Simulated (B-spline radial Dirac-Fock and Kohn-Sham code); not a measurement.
# Relativistic shifts of the levels of S³⁺

System: S³⁺, configuration 1s2 2s2 2p6 3s2 3p1.

Both columns are ΔSCF binding energies of the configuration average from an atomic code on a B-spline grid: non-relativistic Hartree-Fock with a point nucleus, and Dirac-Fock with a finite nucleus and the Coulomb interaction alone, averaged over the two j levels with weights 2j+1.

| shell | Hartree-Fock (eV) | Dirac-Fock (eV) | shift (eV) | shift (%) |
| --- | --- | --- | --- | --- |
| 1s | 2522.1 | 2530.6 | +8.42 | +0.33 |
| 2s | 282.0 | 283.4 | +1.39 | +0.49 |
| 2p | 217.7 | 217.7 | 0.00 | 0.00 |
| 3s | 57.12 | 57.29 | +0.17 | +0.30 |
| 3p | 46.47 | 46.47 | 0.00 | 0.00 |

Relativity binds 1s, 2s, 3s more strongly, among those listed most of all 2s in relative terms.

Values without a named source are computed, but for edge energies of neutral atoms, which are taken from tables.
